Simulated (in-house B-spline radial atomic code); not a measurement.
Values are calculated unless marked as measured or tabulated.
Two electrons in Ge: a parabolic dot with ħω = 49.9 meV in all three directions with an ionised donor at its centre

For Ge the NSM archive of the Ioffe Institute lists m_l = 1.6 m0, m_t = 0.08 m0 and ε = 16.2; the model takes one isotropic valley with the conductivity mass 3/(1/m_l + 2/m_t) = 0.117 m0, and so misses anisotropy and the other valleys. All triplets below are those of one valley; with several valleys two electrons can form a triplet in the 1s orbital itself, at an energy set by the valley splitting. Real donors also feel a central-cell potential, which shifts the ground state.

Effective-mass model with parabolic bands, a uniform dielectric constant, no image charges, no central-cell or spin-orbit terms. Two-electron levels come from full CI in B-splines with partial waves to l = 5 (up to 0.001 effective hartree above the limit).

(1) What are the effective units, and what is the potential in them?

In these units the lowest s and p orbitals lie at 3.7048 and 8.7128, and their Coulomb and exchange integrals are J_ss = 1.8180, J_sp = 1.4324 and K_sp = 0.2666. Full CI gives 9.1474 for the ground singlet, 13.5643 for the sp triplet, 14.0438 for the sp singlet and 17.2425 for the lowest triplet of two s orbitals.

(2) What does it cost to add the second electron, to first order and exactly?

(3) How far above the singlet do the triplets lie?

## Answers

(1) Ha* = 27211.386 meV × 0.117/16.2² = 12.13 meV and a* = 0.0529177 nm × 16.2/0.117 = 7.327 nm. The frequency is ω = 4.11 Ha*, with −1/r added.

(2) To first order E = 2ε_s + J_ss = 9.2276, so the charging energy E(2) − 2E(1) is J_ss = 22.05 meV. CI gives 9.1474 − 2 × (3.7048) = 1.7377, or 21.08 meV: relaxation and correlation lower it by 0.9737 meV, 4.4 % of J_ss. The s² configuration of one-electron orbitals holds 99.3 % of the state, and the mean radius is 3.79 nm.

(3) To first order the sp triplet lies at ε_s + ε_p + J_sp − K_sp = 13.5835, which is 52.84 meV above 2ε_s + J_ss. CI gives 13.5643 − (9.1474) = 4.4169, or 53.58 meV, 88 % of the orbital spacing of 60.75 meV. The ss triplet lies 98.2 meV up, so the lower of the two is the sp one, and its gap equals k_BT at 622 K. The sp singlet-triplet splitting is 5.817 meV, against 2K_sp = 6.468 meV.
